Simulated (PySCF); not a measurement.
## Trend along group 14: MF anions

HF with double-zeta basis sets in PySCF, for the lowest determinant that a PBE0 search found; no spin–orbit coupling. De refers to high-spin ground-configuration atoms (the charge goes to the atom of lower measured ionisation energy or higher electron affinity, which is not always the lowest computed limit). A positive dipole points towards F; it is taken about the centre of mass and depends on that origin.

```csv
M,basis,reference,charged atom,state (unpaired electrons),Re (Å),ωe (cm⁻¹),De (eV),μ (D)
C,aug-cc-pVDZ,UHF,F−,triplet (π ↑↑),1.463,756,n/a,2.95
Si,def2-SVPD,UHF,F−,triplet (π ↑↑),1.748,638,n/a,1.80
Ge,aug-cc-pVDZ-PP/aug-cc-pVDZ,UHF,F−,triplet (π ↑↑),1.855,513,n/a,-0.64
Sn,aug-cc-pVDZ-PP/aug-cc-pVDZ,UHF,F−,triplet (π ↑↑),2.039,469,n/a,-1.73
Pb,aug-cc-pVDZ-PP/aug-cc-pVDZ,UHF,F−,triplet (π ↑↑),2.169,400,n/a,-3.52
```

The shortest bond is that of CF⁻ (1.463 Å), the longest that of PbF⁻ (2.169 Å).

The rows differ in basis set, which adds steps of its own.

Down a group the atoms grow and get heavier, so bonds lengthen and wavenumbers fall; this series shows no clear exception.

These are scalar-relativistic numbers at best; spin–orbit coupling would shift them, the dissociation energy most. Hartree–Fock leaves out correlation, which carries a large part of most bond energies and some tenths to 1 eV of ionisation energies. States were picked by a PBE0 search and need not be the measured ground states.
